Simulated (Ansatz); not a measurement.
`[CH3][Hf]([Cl])([Cl])[Cl]` and `[Cl][Hf]([Cl])([Cl])[I]` differ in one atom or group.

Ansatz, PBE0-D4/def2-TZVP geometries, multiplicity 1. 

Elements past krypton have def2 core potentials.

```csv
property,`[CH3][Hf]([Cl])([Cl])[Cl]`
"ideal-gas entropy at 298 K and 1 bar (rigid rotor, harmonic PBE0-D4/def2-TZVP) / J/(mol·K)",400
HOMO–LUMO gap (ωB97M-V/def2-TZVPP) / eV,11.30
HOMO energy (PBE/def2-TZVPP) / eV,-7.24
HOMO energy (ωB97M-V/def2-TZVPP) / eV,-10.89
LUMO energy (ωB97M-V/def2-TZVPP) / eV,0.41
HOMO energy (PBE0/def2-TZVPP) / eV,-8.60
```

What does the change do to each property? (Estimate.)

Computed: 
| property | `[Cl][Hf]([Cl])([Cl])[I]` | shift |
| --- | --- | --- |
| ideal-gas entropy at 298 K and 1 bar (rigid rotor, harmonic PBE0-D4/def2-TZVP) / J/(mol·K) | 406 | 6 |
| HOMO–LUMO gap (ωB97M-V/def2-TZVPP) / eV | 10.21 | -1.09 |
| HOMO energy (PBE/def2-TZVPP) / eV | -7.25 | -0.01 |
| HOMO energy (ωB97M-V/def2-TZVPP) / eV | -10.46 | 0.43 |
| LUMO energy (ωB97M-V/def2-TZVPP) / eV | -0.25 | -0.66 |
| HOMO energy (PBE0/def2-TZVPP) / eV | -8.40 | 0.20 |

With PBE0 the HOMO rises by 0.20 eV and the LUMO falls by 0.56 eV, so the gap narrows by about 0.76 eV. PBE moves the HOMO by -0.01 eV and ωB97M-V by 0.43 eV. The zero-point energy changes by -88.2 kJ/mol with -9 modes.

Spin–orbit coupling is left out; it splits and shifts lone-pair levels of the heavy atoms by tenths of an eV.
